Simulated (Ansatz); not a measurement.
Isolated molecules relaxed with PBE0-D4/def2-TZVP in Ansatz; ΔE leaves out vibrations. CCSD(T)/CBS is the MP2 limit (def2-TZVPP, def2-QZVPP) plus CCSD(T) − MP2 in def2-TZVPP, frozen cores. This one scheme is used for every species. Functionals use def2-TZVPP. For Ge outer-core shells are correlated without core-valence functions, which leaves a few kJ/mol of doubt a bond. Scalar relativity is left out up to krypton. One conformer a species, not always the lowest.

Consider the ligand exchange at the Si–O bond: `O[SiH](Cl)[O][GeH3]` + HCl → `Cl[SiH](Cl)[O][GeH3]` + H₂O.

```tsv
level	ΔE (kJ/mol)
r2SCAN-D4	8.8
ωB97X-V	9.2
B2PLYP	12.1
r2SCAN	9.3
PBE0	5.3
MP2/def2-QZVPP	4.0
MP2/CBS(def2)	1.3
CCSD/CBS(def2)	8.1
```

Problem. What does CCSD(T)/CBS give? (Best estimate.)

Solution. Ansatz gave: +6.3 kJ/mol. The listed levels differ from it by 2.5, 2.9, 5.8, 3.0, -1.0, -2.3, -5.0, 1.8 kJ/mol.

Largest T1 diagnostic among the species: 0.011.

The D4 term adds −4.1 kJ/mol with B3LYP and −2.2 kJ/mol with PBE0; it sums over pairs of atoms, weighted by their polarisabilities, and B3LYP, whose exchange is more repulsive, gets the larger term. In def2-TZVPP, CCSD(T) changes the Hartree–Fock value by −6.6 kJ/mol (the triples alone add −1.8 kJ/mol) and MP2 by −11.6 kJ/mol.

B3LYP here is the variant with VWN-RPA as its local correlation; programs differ in this.
